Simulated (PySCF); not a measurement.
## Assigning NMR signals

Atoms are numbered as in `[CH:1]#[C:2][C@@:3]12[CH2:4][CH:5]=[CH:6][C@@H:7]1[C@@H:8]2[CH:9]=[O:10]`; H(Xn) means a hydrogen on atom n. Ha(C4) is cis to C8 on the ring; Hb(C4) is trans to C8 on the ring.

Relativity neglected, isolated molecule, a single conformation. Coordinates at the GFN2-xTB level; GIAO PBE0/pcSseg-1 shieldings; PySCF.

References, each an isolated molecule treated in the same way: 13C (σ = 186.93 ppm) and 1H (σ = 31.72 ppm) against TMS.

Task: Assign these signals to the numbered atoms. 13C{1H} NMR (computed): δ 204.9, 142.2, 136.1, 89.7, 76.6, 48.7, 44.5, 38.8, 30.6.

Result: 
| δ (ppm) | atoms | environment | reason |
| --- | --- | --- | --- |
| 204.9 | C9 | aldehyde carbonyl carbon | low-lying n→π* states of the double bond to the heteroatom give a large paramagnetic term (-264 ppm) |
| 142.2 | C5 | alkene CH | an sp2 carbon of a C=C bond |
| 136.1 | C6 | alkene CH | – |
| 89.7 | C2 | alkyne carbon | the triple bond shields along its axis, which puts it between sp3 and sp2 carbons |
| 76.6 | C1 | terminal alkyne carbon | sp carbons lie upfield of alkene carbons because the cylindrical π system leaves one tensor component strongly shielded |
| 48.7 | C7 | three-membered-ring carbon | aliphatic region, no heteroatom directly attached |
| 44.5 | C4 | allylic sp3 CH2 | a saturated carbon with 2 carbon neighbours and no heteroatom attached |
| 38.8 | C8 | three-membered-ring carbon | saturated and bonded to C and H only |
| 30.6 | C3 | three-membered-ring carbon | – |

Task: Assign these signals to the numbered atoms. 1H NMR (400 MHz, computed): δ 9.43 (d, 1H), 6.07 (m, 1H), 6.04 (m, 1H), 3.17 (m, 1H), 2.97 (m, 1H), 2.88 (m, 1H), 1.87 (m, 1H), 1.70 (s, 1H).

Result: 
9.43 → H(C9), hydrogen on an aldehyde carbonyl carbon: deshielded by the polar, anisotropic C=O bond
6.07 → H(C5), hydrogen on an alkene CH: attached to an sp2 carbon and in the plane of the double bond
6.04 → H(C6), hydrogen on an alkene CH
3.17 → Hb(C4), hydrogen on an allylic sp3 CH2: allylic position
2.97 → Ha(C4), hydrogen on an allylic sp3 CH2
2.88 → H(C7), hydrogen on a three-membered-ring carbon
1.87 → H(C8), hydrogen on a three-membered-ring carbon
1.70 → H(C1), hydrogen on a terminal alkyne carbon: it lies on the axis of the triple bond, in its shielding cone

H(C5) and H(C6); Ha(C4) and H(C7) lie closer than the usual error of such a calculation, so a measured spectrum could show them in the other order.

Shifts are as computed. Against solution values, carbons near 30 ppm lie about +3 ppm off and those near 130 ppm about +5 ppm. Of 1211 compounds with measured shifts, 218 miss one by over three times the rms of a fit or turn the order of signals round; such compounds aren't used in these exercises. No couplings were computed; multiplicities are counted from neighbouring protons, with m where these are inequivalent, close in shift, in a saturated or five-membered ring or joined by F or P, and br s for small geminal =CH2 splittings.
